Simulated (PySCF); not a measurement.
**Ionising NaPb**

PBE0; Na aug-cc-pVDZ, Pb aug-cc-pVDZ-PP with ECP60; scalar-relativistic core potentials (PySCF 2.14). Neutral (UKS): quartet (σ ↑, π ↑↑), Re = 2.980 Å, ωe = 164 cm⁻¹, De = 1.06 eV, HOMO -3.99 eV, LUMO -2.18 eV.

NaPb⁺ (UKS): triplet (σ ↑, π ↑), Re = 3.447 Å, ωe = 104 cm⁻¹. The energies at the minima are -355.04692 hartree for NaPb and -354.83921 for NaPb⁺.

Question: Work out the adiabatic ionisation energy, without and with harmonic zero-point energies (1 hartree = 27.2114 eV, 1 eV = 8065.5 cm⁻¹), and the change of the bond length.

Answer: At PBE0: 0.20771 hartree = 5.652 eV between the minima; the zero-point term (104.0 − 164.0)/2 cm⁻¹ = -0.004 eV makes it 5.648 eV. Re changes by +46.7 pm against the neutral. The electron leaves a π orbital; in so polar a molecule the change of length follows mostly from the change of the ionic charges.

These are scalar-relativistic numbers at best; spin–orbit coupling would shift them, the dissociation energy most. States were picked by a PBE0 search and need not be the measured ground states.
